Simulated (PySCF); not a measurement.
## Cost of response and excited-state runs on `CC1=C=CCCCCCC1`, C10H16

Molfile (atoms numbered from 1):
```
C10H16
     RDKit          3D

 26 26  0  0  0  0  0  0  0  0999 V2000
    3.1145   -0.1926   -0.8073 C   0  0  0  0  0  0  0  0  0  0  0  0
    1.8450   -0.1272   -0.0112 C   0  0  0  0  0  0  0  0  0  0  0  0
    1.1587    0.9592    0.1895 C   0  0  0  0  0  0  0  0  0  0  0  0
    0.2531    1.8605    0.4194 C   0  0  0  0  0  0  0  0  0  0  0  0
   -1.0245    1.9724   -0.3726 C   0  0  0  0  0  0  0  0  0  0  0  0
   -2.1124    1.1124    0.3023 C   0  0  0  0  0  0  0  0  0  0  0  0
   -2.2556   -0.3152   -0.2441 C   0  0  0  0  0  0  0  0  0  0  0  0
   -0.9657   -1.1203   -0.4188 C   0  0  0  0  0  0  0  0  0  0  0  0
   -0.1680   -1.3700    0.8676 C   0  0  0  0  0  0  0  0  0  0  0  0
    1.3368   -1.4261    0.5862 C   0  0  0  0  0  0  0  0  0  0  0  0
    3.9289   -0.5629   -0.1841 H   0  0  0  0  0  0  0  0  0  0  0  0
    3.3830    0.7897   -1.1880 H   0  0  0  0  0  0  0  0  0  0  0  0
    2.9987   -0.8773   -1.6479 H   0  0  0  0  0  0  0  0  0  0  0  0
    0.3456    2.5345    1.2627 H   0  0  0  0  0  0  0  0  0  0  0  0
   -1.3478    3.0149   -0.3916 H   0  0  0  0  0  0  0  0  0  0  0  0
   -0.8764    1.6439   -1.4015 H   0  0  0  0  0  0  0  0  0  0  0  0
   -3.0828    1.6011    0.1802 H   0  0  0  0  0  0  0  0  0  0  0  0
   -1.9109    1.0766    1.3755 H   0  0  0  0  0  0  0  0  0  0  0  0
   -2.7354   -0.2578   -1.2255 H   0  0  0  0  0  0  0  0  0  0  0  0
   -2.9342   -0.8601    0.4181 H   0  0  0  0  0  0  0  0  0  0  0  0
   -1.2299   -2.0811   -0.8684 H   0  0  0  0  0  0  0  0  0  0  0  0
   -0.3294   -0.5978   -1.1324 H   0  0  0  0  0  0  0  0  0  0  0  0
   -0.3552   -0.5696    1.5824 H   0  0  0  0  0  0  0  0  0  0  0  0
   -0.4864   -2.3066    1.3299 H   0  0  0  0  0  0  0  0  0  0  0  0
    1.8782   -1.6441    1.5120 H   0  0  0  0  0  0  0  0  0  0  0  0
    1.5509   -2.2339   -0.1192 H   0  0  0  0  0  0  0  0  0  0  0  0
  1  2  1  0
  2  3  2  0
  3  4  2  0
  4  5  1  0
  5  6  1  0
  6  7  1  0
  7  8  1  0
  8  9  1  0
  9 10  1  0
 10  2  1  0
  1 11  1  0
  1 12  1  0
  1 13  1  0
  4 14  1  0
  5 15  1  0
  5 16  1  0
  6 17  1  0
  6 18  1  0
  7 19  1  0
  7 20  1  0
  8 21  1  0
  8 22  1  0
  9 23  1  0
  9 24  1  0
 10 25  1  0
 10 26  1  0
M  END
```

PySCF with density fitting, on 1 thread of an AMD EPYC 7R43 64-Core, shared host. Command: `OMP_NUM_THREADS=1 python excited_run.py task.json out`

**Question.** How long does this run take, and how much memory?
- excited states, PBE0/def2-SVP; Tamm-Dancoff; spin-orbit couplings; 8 states; 4 triplets; quadratic response for 4 states; writes grids

**Answer.** 
```csv
run,level,basis functions,wall time,peak memory (GiB)
excited states,PBE0/def2-SVP,220,93 s,0.83
```
Times from a shared host are rough.
